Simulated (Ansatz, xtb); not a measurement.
## Ligand exchange: CH3Br + AlH2Br → CH4 + AlHBr2

Species: CH3Br (bromomethane) `CBr`, singlet; AlH2Br `[AlH2][Br]`, singlet; CH4 (methane) `C`, singlet; AlHBr2 `[Br][AlH][Br]`, singlet. The partners trade Br for H: C–Br and Al–H bonds give way to C–H and Al–Br.

Shapes, held fixed at every level: PBE0-D4/def2-TZVP. Programs: Ansatz 0.2.0, xtb 6.7.1. The zero-point and thermal change to 298 K, harmonic and unscaled (PBE0-D4/def2-TZVP), is +8.5 kJ/mol.

| level | kind | ΔH(298 K) (kJ/mol) | less CCSD(T)/def2-TZVPP |
| --- | --- | --- | --- |
| GFN2-xTB | semi-empirical | -182.1 | +35.3 |
| HF/def2-TZVPP | Hartree–Fock | -221.0 | -3.6 |
| B3LYP-D4/def2-TZVPP | global hybrid | -217.0 | +0.4 |
| PBE0-D4/def2-TZVPP | global hybrid | -219.5 | -2.1 |
| r2SCAN0-D4/def2-TZVPP | global hybrid | -227.6 | -10.2 |
| MP2/def2-SVP | perturbation theory | -233.1 | -15.7 |
| CCSD/def2-SVP | coupled cluster or CI | -226.5 | -9.1 |
| CCSD(T)/def2-TZVPP | coupled cluster or CI | -217.4 | 0.0 |

The highest level, CCSD(T)/def2-TZVPP, gives ΔH(298 K) = -217.4 kJ/mol; the levels span -233.1 to -182.1. The column of differences is taken from that level and isn't an error. No measured value is set beside it here. Relativity is left out for Br. Outer-core shells of Br are correlated in most correlated rows, in sets that cover them unevenly.
